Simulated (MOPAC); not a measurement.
MOPAC input (PM3):

```
PM3 1SCF CHARGE=-1 GEO-OK AUX(PRECISION=9) THREADS=1
H2BOSe

B    -0.69550610 1    0.84456933 1   -0.96910073 1
H    -1.34476674 1    0.15754573 1   -1.73723420 1
O    -0.52308448 1    2.08483335 1   -0.86299569 1
Se    0.23658860 1   -0.62929762 1    0.36130393 1
H     0.96296081 1    0.33705993 1    1.20236960 1
```

What heat of formation does the run end on, and which ionisation energy by Koopmans theorem?

-114.45 kcal/mol; 3.76 eV.
